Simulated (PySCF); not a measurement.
C₅H₆N₂.
Cartesian coordinates in Å at the PBE0-D3(BJ)/def2-TZVP level; atoms count from 1:
```xyz
13
C5H6N2 angstrom
N      2.2938   -0.0204    0.2483
C      0.9299   -0.0754    0.1165
C      0.1847    1.0643   -0.2191
C     -1.1862    0.9532   -0.2883
C     -1.7897   -0.2710   -0.0224
C     -0.9636   -1.3324    0.2987
N      0.3609   -1.2525    0.3652
H      2.7476   -0.9185    0.2646
H      2.7821    0.7052   -0.2457
H      0.6817    2.0078   -0.4130
H     -1.7858    1.8187   -0.5476
H     -2.8635   -0.3973   -0.0643
H     -1.3861   -2.3110    0.5113
```

All values: wB97X-D/pcSseg-2 (PySCF, non-relativistic), on one gas-phase PBE0-D3(BJ)/def2-TZVP geometry that isn't relaxed in the solvent. The solvent is an IEF-PCM continuum (cavity from Bondi-type radii × 1.2). Only the electrostatic response of the medium enters.

Gas phase at wB97X-D/pcSseg-2: HOMO -8.03 eV, LUMO 1.20 eV, dipole 2.00 D.

Question: What does the continuum do to the energy, the frontier levels and the dipole at wB97X-D/pcSseg-2 in chloroform?

Answer: 
```csv
solvent,ε,E(solvent) − E(gas) (kcal/mol),polarisation term (kcal/mol),distortion of the solute (kcal/mol),HOMO (eV),LUMO (eV),dipole (D)
chloroform,4.711,-5.10,-5.72,0.62,-8.03,1.15,2.57
```

Polarisation term: ½ Σ q·V over the induced surface charges. Distortion: the rise of the solute's own energy as its density leaves the gas-phase optimum.

Question: Which radius a makes the point-dipole formula ΔE = −[(ε − 1)/(2ε + 1)]·μ²/a³ give the value in chloroform, with the gas-phase dipole?

Answer: μ = 0.785 au and |ΔE| = 0.00813 Eh give a = 1.59 Å; the farthest nucleus lies 2.91 Å from the centroid of the nuclei, so such a sphere wouldn't even hold the nuclei. The formula assumes a rigid point dipole at the centre of a sphere.

Question: Give the dipole vector in the frame of the coordinates (D, pointing from negative to positive charge), gas and chloroform.

Answer: Gas (0.45, 1.54, -1.19), solvent (0.50, 2.04, -1.48). Its length changes by +29 % and its direction by 2°.

wB97X-D is run here without its empirical dispersion term; that term would change no orbital, density or response property at a fixed geometry.
